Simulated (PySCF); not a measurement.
**Peak assignment**

Geometry:
```
atom   x (Å)   y (Å)   z (Å)
  C1  -0.072   1.591  -0.608
  C2   0.182   0.348  -0.196
  O3  -0.689  -0.506   0.408
  C4  -1.986  -0.049   0.631
  F5  -2.651  -1.054   1.236
  C6   1.506  -0.256  -0.366
  F7   2.429   0.524  -0.960
  C8   1.887  -1.483   0.002
  F9   3.107  -1.961  -0.185
 F10   1.124  -2.378   0.592
 H11   0.703   2.169  -1.074
 H12  -1.031   2.060  -0.499
 H13  -2.508   0.176  -0.314
 H14  -2.003   0.819   1.312
```

Non-relativistic Hamiltonian, a single conformation, rapidly exchanging positions averaged, in vacuum. PBE0/pcSseg-1 with gauge-including orbitals; geometry: GFN2-xTB; PySCF 2.14.

References, each an isolated molecule treated in the same way: TMS for $^{13}$C, $^{1}$H.

(1) Assign these signals to the numbered atoms. $^{13}$C{$^{1}$H} NMR (computed): δ 168.3, 154.9, 134.5, 105.2, 87.7.

(2) Assign these signals to the numbered atoms. $^{1}$H NMR (600 MHz, computed): δ 5.96 (m, 2H), 4.80 (m, 1H), 4.02 (m, 1H).

## Answers

(1) 
| δ (ppm) | atoms | environment | reason |
| --- | --- | --- | --- |
| 168.3 | C8 | fully substituted alkene carbon | – |
| 154.9 | C2 | alkene carbon bearing oxygen | an sp2 carbon further deshielded by the attached heteroatom |
| 134.5 | C6 | fully substituted alkene carbon | as expected for a trigonal carbon in a double bond |
| 105.2 | C4 | sp3 CH2 bonded to F and O | 2 electronegative neighbours deshield it |
| 87.7 | C1 | β carbon of an enol-ether or enamine type C=C | the O or N lone pair pushes π density onto this β carbon and shields it |

(2) 
5.96 → H13/H14, hydrogen on an sp3 CH2 bonded to F and O: its carbon carries F and O, which withdraws density
4.80 → H11, hydrogen on a β carbon of an enol-ether or enamine type C=C: lone-pair donation from O or N shields it, upfield of ordinary alkene protons
4.02 → H12, hydrogen on a β carbon of an enol-ether or enamine type C=C

Splittings by $^{19}$F in the carbon and heteronuclear signals aren't shown, as no couplings were computed. Shifts are as computed. Against solution values, carbons near 30 ppm lie about +3 ppm off and those near 130 ppm about +5 ppm (rms about the fit 2.1 ppm; single classes can miss by 10 ppm). Of 1328 compounds with measured shifts, 309 miss one by over three times the rms of a fit or turn the order of signals round; such compounds aren't used in these exercises. Signals without a measured value on file couldn't be tested in this way; 1H shifts scatter by 0.2 ppm about their fit, and single ones miss by 0.5 ppm. Multiplicities follow the n + 1 count of equivalent neighbours, as no J values were calculated; m marks all less simple cases, F and P coupling included.
